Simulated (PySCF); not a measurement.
Circular dichroism: `[C@@H]1(C)C[CH2][Ge@@H]([F])[CH2]1`, C$_{5}$H$_{11}$FGe

Geometry:
```
atom   x (Å)   y (Å)   z (Å)
  C1  -2.190   0.088  -0.291
  C2  -0.690  -0.167  -0.365
  C3  -0.148  -0.709   0.966
  C4   1.361  -0.935   0.859
 Ge5   1.946   0.620  -0.241
  F6   2.776  -0.001  -1.680
  C7   0.081   1.105  -0.732
  H8  -2.562   0.459  -1.244
  H9  -2.723  -0.829  -0.048
 H10  -2.413   0.828   0.476
 H11  -0.497  -0.922  -1.137
 H12  -0.354   0.024   1.750
 H13  -0.661  -1.635   1.230
 H14   1.574  -1.854   0.312
 H15   1.827  -1.011   1.838
 H16   2.981   1.639   0.211
 H17  -0.044   1.362  -1.782
 H18  -0.272   1.945  -0.134
```

Method used: TDDFT B3LYP/def2-SVPD circular dichroism and optical rotation, one conformer, gas phase in PySCF. Geometry: GFN2-xTB.

The calculation is non-relativistic, which matters for the atoms heavier than Zn. States above about 7.7 eV (minus the energy of the highest occupied orbital) lie near or above the ionisation threshold and depend on the basis.

What are the CIP labels of the stereocentres?

C2 R, Ge5 R.

Which excitations and rotatory strengths does the calculation give?

Rotatory strengths R in 10⁻⁴⁰ esu² cm², velocity form and length form (origin at the centre of mass); f in length form.
```tsv
state	E (eV)	λ (nm)	f	R (velocity)	R (length)	main
1	6.61	188	0.008	+10.1	+9.6	HOMO→LUMO 0.96
2	7.27	170	0.023	-41.9	-40.9	HOMO→LUMO+1 0.89
3	7.35	169	0.0002	-6.7	-5.9	HOMO−1→LUMO 0.91
4	7.50	165	0.085	+12.7	+12.2	HOMO→LUMO+2 0.86
5	7.66	162	0.040	-8.1	-8.2	HOMO→LUMO+3 0.96
6	8.02	155	0.023	-4.7	-5.7	HOMO−1→LUMO+1 0.83
7	8.07	154	0.046	+28.0	+27.6	HOMO−1→LUMO+2 0.40, HOMO→LUMO+5 0.24
8	8.08	153	0.002	+5.5	+6.0	HOMO→LUMO+5 0.69, HOMO−1→LUMO+2 0.13
9	8.14	152	0.015	+7.1	+6.9	HOMO→LUMO+4 0.56, HOMO−1→LUMO+2 0.28
10	8.15	152	0.025	-30.2	-28.9	HOMO−2→LUMO 0.75, HOMO−1→LUMO+2 0.11
11	8.29	150	0.007	+14.9	+14.2	HOMO−3→LUMO 0.95
12	8.31	149	0.018	+4.3	+4.9	HOMO→LUMO+6 0.66, HOMO−1→LUMO+3 0.27
```

Among the states computed, the strongest CD band (largest |R|) is state 2. The largest dissymmetry factor in size, g = 4R/(D+G), with D and G the electric and magnetic dipole strengths, is -0.27 for state 3 (velocity form, f = 0.0003), among bands with |R| over 0.5. The mirror image has the same energies and oscillator strengths and all R with the opposite sign.
